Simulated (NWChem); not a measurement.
# CHBClF3; SMILES FC(F)(BCl)F

```xyz
7

B      0.8040    -0.5754     0.0503
C      0.0091     0.8144     0.0048
F     -1.3338     0.7235     0.0216
F      0.3593     1.4773    -1.1289
F      0.3777     1.5848     1.0596
Cl    -0.0407    -2.0896     0.0026
H      1.9881    -0.5571     0.1052
```
Atoms are numbered in this order, from 1.

All runs: NWChem. Pople sets run with spherical d functions. Medium grid unless said otherwise, to which SCAN and Minnesota functionals are sensitive. Structure relaxed at the B3LYP/6-31G* (spherical d) level.

Problem. Order these by “orbital gap (eV)”, lowest first: HCTH/407/6-31G*; M06-2X/6-31G*; B3LYP/6-31G*.

Solution. HCTH/407/6-31G* (4.60), B3LYP/6-31G* (6.41), M06-2X/6-31G* (9.22)
